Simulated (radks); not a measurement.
W+, configuration [Xe] 4f14 5d4 6s1.

All-electron calculation, scalar-relativistic Kohn-Sham, PBEsol, spin-polarised, spherical densities, point nucleus; open shells are filled with parallel spins first (spin-orbit coupling, left out, can overturn this in heavy ions); hard spherical wall at 12 bohr. Program: a radial shooting solver on a logarithmic mesh with Libxc functionals.

Energy parts (eV):
total: -439125.85
kinetic: 483910.05
electron-nucleus: -1085453.88
Hartree: 171068.77
exchange-correlation: -8650.78

Orbitals (lengths in bohr, moments of r in powers of bohr; <r^-3> diverges for s and p1/2):
orbital,occ.,eigenvalue (eV),<r^4>,<r^2>,<r^-3>
1s up,1,-69479.71,5.818e-07,0.0004630,-
1s down,1,-69479.70,5.818e-07,0.0004630,-
2s up,1,-11998.23,0.00008754,0.007121,-
2s down,1,-11998.06,0.00008754,0.007121,-
2p up,3,-10494.31,0.00006877,0.005893,19750
2p down,3,-10494.17,0.00006877,0.005893,19750
3s up,1,-2768.510,0.003220,0.04624,-
3s down,1,-2768.452,0.003220,0.04624,-
3p up,3,-2323.247,0.003466,0.04701,4403
3p down,3,-2323.183,0.003465,0.04701,4403
3d up,5,-1811.152,0.002678,0.03899,565.7
3d down,5,-1811.036,0.002678,0.03899,565.7
4s up,1,-576.5175,0.07561,0.2282,-
4s down,1,-576.3613,0.07559,0.2282,-
4p up,3,-430.4631,0.1009,0.2601,1024
4p down,3,-430.3122,0.1008,0.2600,1024
4d up,5,-245.4560,0.1488,0.3034,112.5
4d down,5,-245.2716,0.1482,0.3030,112.6
4f up,7,-40.5317,0.5334,0.4695,19.02
4f down,7,-40.1349,0.4984,0.4594,19.16
5s up,1,-86.9978,2.454,1.289,-
5s down,1,-85.3857,2.370,1.269,-
5p up,3,-51.3949,4.952,1.789,145.3
5p down,3,-49.1911,4.709,1.746,150.3
5d up,4,-12.7796,38.04,4.516,7.055
5d down,0,-9.6244,40.12,4.533,7.416
5f up,0,-0.1821,3092,49.32,0.01816
6s up,1,-13.0721,132.5,9.370,-
6p up,0,-7.2846,399.3,16.10,13.74
7s up,0,-3.2223,2582,44.78,-

The highest occupied level is 5d up at -12.780 eV. The pressure on the wall is 0.0000155 GPa. Spin moment in Bohr magnetons: 5. Summed over all electrons, <r^2> = 52.96 bohr^2, which gives a Langevin (diamagnetic) susceptibility term of -41.9 x 10^-6 cm^3/mol. The density falls to 0.001 e/bohr^3 at r = 4.25 bohr.
